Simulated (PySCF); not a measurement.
**MPb cations for M along group 14**

PBE0 with double-zeta basis sets in PySCF, for the lowest determinant that a PBE0 search found; no spin–orbit coupling. De refers to high-spin ground-configuration atoms (the charge goes to the atom of lower measured ionisation energy or higher electron affinity, which is not always the lowest computed limit). A positive dipole points towards Pb; it is taken about the centre of mass and depends on that origin.

```tsv
M	basis	charged atom	state (unpaired electrons)	Re (Å)	ωe (cm⁻¹)	De (eV)	μ (D)
Si	def2-SVP	Pb+	quartet (σ ↑, π ↑↑)	2.624	286	n/a	-2.08
Ge	def2-SVP	Pb+	quartet (σ ↑, π ↑↑)	2.679	188	n/a	-0.79
Sn	def2-SVP	Sn+	quartet (σ ↑, π ↑↑)	2.859	148	n/a	-1.10
Pb	def2-SVP	Pb+	quartet (σ ↑, π ↑↑)	2.930	122	2.55	n/a
```

The shortest bond is that of SiPb⁺ (2.624 Å), the longest that of Pb₂⁺ (2.930 Å).

Down a group the atoms grow and get heavier, so bonds lengthen and wavenumbers fall; this series shows no clear exception.

Spin–orbit coupling is left out, which matters for elements this heavy, above all for dissociation energies. States were picked by a PBE0 search and need not be the measured ground states.
